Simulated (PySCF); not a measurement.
PySCF input file for CH₆BNO, SMILES CB(N)O, C-PCM-M06-2X/def2-SVP. Geometry: PBE0-D3(BJ)/def2-SVP. One conformer was computed; it need not be the lowest.

```python
import numpy as np
from pyscf import gto, scf, dft
from pyscf.solvent import pcm

mol = gto.M(
    atom='''
    B    -0.03007597    0.06649468   -0.00000000
    C     0.44091660   -1.44721114    0.00000000
    H     1.53444328   -1.56775228    0.00000000
    H     0.05018062   -1.97923906    0.88420577
    H     0.05018063   -1.97923907   -0.88420577
    O    -1.36437582    0.40601011    0.00000000
    H    -1.93514285   -0.36526765    0.00000000
    N     0.89093331    1.12888999    0.00000000
    H     0.59319642    2.09521144   -0.00000000
    H     1.89049558    0.99676929    0.00000000
    ''',
    basis='def2-SVP',
    charge=0,
    spin=0,
    max_memory=1600,
    verbose=3,
)
mf = dft.RKS(mol, xc='m06-2x').density_fit(auxbasis='def2-universal-jkfit')
mf.grids.level = 4
mf.conv_tol = 1e-9
mf.max_cycle = 100
mf.kernel()
res = {}
for name, eps in {'water': 78.355, 'ethanol': 24.852, 'N,N-dimethylformamide': 37.219}.items():
    s = mf.PCM()
    s.with_solvent.method, s.with_solvent.eps, s.with_solvent.lebedev_order = 'C-PCM', eps, 29
    s.kernel(mf.make_rdm1())
    res[name] = (s.e_tot, eps, s.dip_moment(), s.mo_energy, s.converged)
    print(f'{name}: electrostatic solvation free energy {(s.e_tot - mf.e_tot) * 627.509474:.3f} kcal/mol')
```

It prints:

```
converged SCF energy = -196.416333548129

WARN: PCM is an experimental feature. It is still in testing.
Features and APIs may be changed in the future.

converged SCF energy = -196.425374243213
Dipole moment(X, Y, Z, Debye):  0.77821, -0.63303,  0.00000
water: electrostatic solvation free energy -5.673 kcal/mol

WARN: PCM is an experimental feature. It is still in testing.
Features and APIs may be changed in the future.

converged SCF energy = -196.425100994278
Dipole moment(X, Y, Z, Debye):  0.77445, -0.62837,  0.00000
ethanol: electrostatic solvation free energy -5.502 kcal/mol

WARN: PCM is an experimental feature. It is still in testing.
Features and APIs may be changed in the future.

converged SCF energy = -196.425233791296
Dipole moment(X, Y, Z, Debye):  0.77627, -0.63063,  0.00000
N,N-dimethylformamide: electrostatic solvation free energy -5.585 kcal/mol
```

The calculation finished and met its thresholds.

Cost: very roughly 110 core-seconds.
